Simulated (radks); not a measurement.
Results of a calculation; reference values are marked as such.
Q: Isoelectronic series with 36 electrons, all held in the configuration [Kr], which need not be the ground one along the series. Code: a radial shooting solver on a logarithmic mesh with Libxc functionals. Model: scalar-relativistic Kohn-Sham, PBE, spin-polarised, spherical densities, point nucleus. Total energies (hartree) and mean radii <r> (bohr):

ion,E (hartree),4p,4s,3d,3p
Kr,-2790.26526,1.946,1.572,0.5559,0.5406
Rb+,-2981.04383,1.714,1.453,0.5253,0.5187
Sr2+,-3178.87214,1.548,1.352,0.4982,0.4984
Zr4+,-3595.70420,1.315,1.189,0.4520,0.4619
Mo6+,-4040.88210,1.153,1.064,0.4140,0.4300
Tc7+,-4274.15818,1.088,1.012,0.3974,0.4156
Ru8+,-4514.59550,1.031,0.9650,0.3822,0.4020

Estimate the row of Nb5+.

A: E (hartree) -3814.73925; 4p 1.228; 4s 1.123; 3d 0.4321; 3p 0.4454.
